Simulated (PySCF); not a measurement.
# NiH at PBE0

Level: PBE0. PySCF, no relativity, basis sets Ni def2-TZVP, H def2-TZVP.

| Quantity | Value |
| --- | --- |
| state | ²Σ⁺ (doublet), unpaired electrons σ ↑, a second solution, started from another occupation |
| bond length | 0.1520 nm |
| harmonic wavenumber | 1792 cm⁻¹ |
| force constant | 1.87 mdyn/Å |
| rotational constant Be | 7.366 cm⁻¹ |
| anharmonicity ωexe | 28.6 cm⁻¹ |
| vibration–rotation constant αe | 0.213 cm⁻¹ |
| bond order (Mayer) | 1.00 |
| dipole moment (positive dipole means Ni(−)H(+)) | -2.97 D |

De is left out where the level can put another filling of the metal’s s and d shells below the measured ground configuration, by anything from nothing to about 1 eV.
